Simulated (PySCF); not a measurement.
C₅H₁₃PSi.
Cartesian coordinates in Å at the GFN2-xTB level; atoms count from 1:
```xyz
20
C5H13PSi angstrom
C     -1.5344   -1.0092   -0.7397
C     -1.2963   -0.1605    0.5054
C     -1.0622    1.3097    0.1466
C      0.2979    1.4635   -0.5336
Si     1.4053    0.2095    0.3810
P      2.4424   -1.1537   -1.0720
C     -0.0549   -0.6531    1.2567
H     -0.6358   -1.0521   -1.3524
H     -1.7995   -2.0269   -0.4597
H     -2.3459   -0.5989   -1.3379
H     -2.1823   -0.2355    1.1473
H     -1.0625    1.8933    1.0698
H     -1.8681    1.6876   -0.4858
H      0.6460    2.4918   -0.4636
H      0.2211    1.2265   -1.5948
H      2.3055    0.8595    1.3528
H      3.1209   -1.8574   -0.0938
H      3.5117   -0.3023   -1.2805
H     -0.1054   -0.3405    2.2993
H     -0.0086   -1.7407    1.2520
```

NICS = −σ at a ghost point: NICS(0) at the centroid of the ring atoms, NICS(1) 1 Å to either side along the normal of their mean plane, zz for the tensor component along that normal. Level: GIAO PBE0/pcSseg-1 (PySCF, non-relativistic, gas phase) on the GFN2-xTB geometry, one conformer.

Ring bond lengths (Å), with Mayer bond orders in brackets: C2–C3 1.531 (1.01), C3–C4 1.528 (1.02), C4–Si5 1.907 (0.91), Si5–C7 1.909 (0.92), C7–C2 1.532 (1.00).

Task: Give the NICS values of each ring in ppm.

Result: 
```json
{"ring": "C2–C3–C4–Si5–C7", "type": "5-membered ring with Si; formal bonds all single", "NICS(0)": "-5.6", "NICS(1), two faces": "-3.7 / -4.5", "NICS(1)zz, two faces": "-3.9 / -5.4", "rms pucker (Å)": "0.19", "centre to ring atoms, mean (Å)": "1.40"}
```

Task: What do they say, and how far can they be read as aromaticity?

Result: 
- C2–C3–C4–Si5–C7: mean NICS(1)zz -4.6 ppm, shielded. C2, C3, C4, Si5, C7 have four or more neighbours, and the NICS criterion for π rings isn't applied.

Task: List the ring angles and the Hirshfeld charges of the ring atoms.

Result: 
- C2–C3–C4–Si5–C7: C2 107.4° (-0.022 e), C3 109.7° (-0.070 e), C4 103.7° (-0.164 e), Si5 94.2° (+0.308 e), C7 104.4° (-0.163 e); sum 519.5° against 540° for a flat convex ring.

Task: How shielded are the nuclei of the rings and their hydrogens (means over atoms taken as equivalent)?

Result: 
```
atoms                  environment  σ isotropic (ppm)  principal values of the symmetric part, first atom (ppm)
   C2                sp3 CH carbon              148.7                                       129.7, 153.8, 162.7
   C3              ring CH2 carbon              148.5                                       124.9, 149.3, 171.5
   C4  sp3 carbon bound to silicon              176.0                                       160.0, 175.5, 192.5
  Si5                  SiH silicon              356.9                                       304.0, 377.1, 389.5
   C7  sp3 carbon bound to silicon              165.4                                       150.5, 156.0, 189.7
  H11             methine hydrogen              29.30                                          25.4, 25.9, 36.6
  H12           methylene hydrogen              30.19                                          25.0, 28.0, 37.5
  H13           methylene hydrogen              29.81                                          24.8, 27.5, 37.2
  H14           methylene hydrogen              30.64                                          25.4, 28.0, 38.6
  H15           methylene hydrogen              30.85                                          27.1, 28.3, 37.1
  H16                Si–H hydrogen              26.76                                          22.8, 24.6, 32.9
  H19           methylene hydrogen              30.62                                          25.2, 27.7, 38.9
  H20           methylene hydrogen              31.11                                          27.5, 28.8, 37.0
```
